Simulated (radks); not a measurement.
Question: These are the eigenvalues of the occupied orbitals of an atom or ion with whole-number occupations (Ry). Method: scalar-relativistic Kohn-Sham, SCAN, spin-unpolarised, spherical densities, finite nucleus; meta-GGA in the generalised Kohn-Sham scheme; Fermi nuclear charge, rms radius of each element as measured or else 0.836 A^(1/3) + 0.57 fm; computed with a radial shooting solver on a logarithmic mesh with Libxc functionals.

1s: -233.1274
2s: -24.72081
2p: -19.64143
3s: -3.93455
3p: -2.75685
3d: -1.12821

Which element is it, and in what charge state? The configuration may be excited.

Answer: Z = 18, argon, charge +2: Ar2+ in [Ne] 3s2 3p3 3d1. The list shows which subshells hold electrons but not how many an open one holds; the 1s level, -116.56 hartree, gives Z - s = 15.3 by -(Z - s)^2/2, which with screening and relativity narrows Z to a few neighbours, and the depths of the outer levels then fix element, charge and occupations together.
